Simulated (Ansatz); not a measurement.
Consider the formal exchange of groups at a B–C bond: `CBBO` + `CC` → `CCBBO` + CH₄.

Isolated molecules relaxed with PBE0-D4/def2-TZVP in Ansatz; ΔE leaves out vibrations. CBS: MP2 limit from def2 TZ/QZ plus the TZ coupled-cluster correction, frozen cores. This one scheme is used for every species. Each species was taken in one conformer, which may not be the lowest.

`CBBO`:

```xyz
10

C     0.246    1.444   -0.280
B     0.069    0.184    0.623
B     0.224   -1.404    0.094
O    -0.733   -2.223   -0.417
H     0.744    2.279    0.220
H     0.697    1.278   -1.260
H    -0.784    1.796   -0.459
H    -0.176    0.388    1.787
H     1.317   -1.919    0.162
H    -1.604   -1.823   -0.469
```

`CC`:

Z-matrix (Å, degrees):
```
C
C 1 1.519
H 1 1.093 2 111.4
H 1 1.093 2 111.4 3 120.0
H 1 1.093 2 111.4 3 -120.0
H 2 1.093 1 111.4 3 180.0
H 2 1.093 1 111.4 3 -60.0
H 2 1.093 1 111.4 3 60.0
```

`CCBBO`:

Cartesian coordinates in Å:
```
C 1.017 0.811 0.990
C 1.131 -0.403 0.076
B -0.146 -0.889 -0.680
B -1.713 -0.356 -0.380
O -2.402 0.632 -1.011
H 0.252 0.658 1.756
H 0.734 1.705 0.428
H 1.957 1.033 1.502
H 1.455 -1.289 0.650
H 1.947 -0.280 -0.649
H 0.021 -1.789 -1.467
H -2.345 -0.902 0.495
H -1.909 1.069 -1.710
```

CH₄:

Z-matrix (Å, degrees):
```
C
H 1 1.090
H 1 1.090 2 109.5
H 1 1.090 2 109.5 3 -120.0
H 1 1.090 2 109.5 3 120.0
```

| species | SCS-MP2/def2-TZVPP energy (Eh) |
| --- | --- |
| `CBBO` | -166.30133 |
| `CC` | -79.64041 |
| `CCBBO` | -205.52142 |
| CH₄ | -40.42031 |

(1) Work out ΔE.

Largest T1 diagnostic among the species: 0.013.

Results:

(1) ΔE = (-205.52142) + (-40.42031) − (-166.30133) − (-79.64041) = 0.00001 Eh = 0.00 eV. CCSD(T)/CBS gives -0.01 eV.

The D4 term adds −0.04 eV with B3LYP and −0.03 eV with PBE0; it sums over pairs of atoms, weighted by their polarisabilities, and B3LYP, whose exchange is more repulsive, gets the larger term. In def2-TZVPP, CCSD(T) changes the Hartree–Fock value by −0.07 eV (the triples alone add −0.01 eV) and MP2 by −0.07 eV.

B3LYP here is the variant with VWN-RPA as its local correlation; programs differ in this.
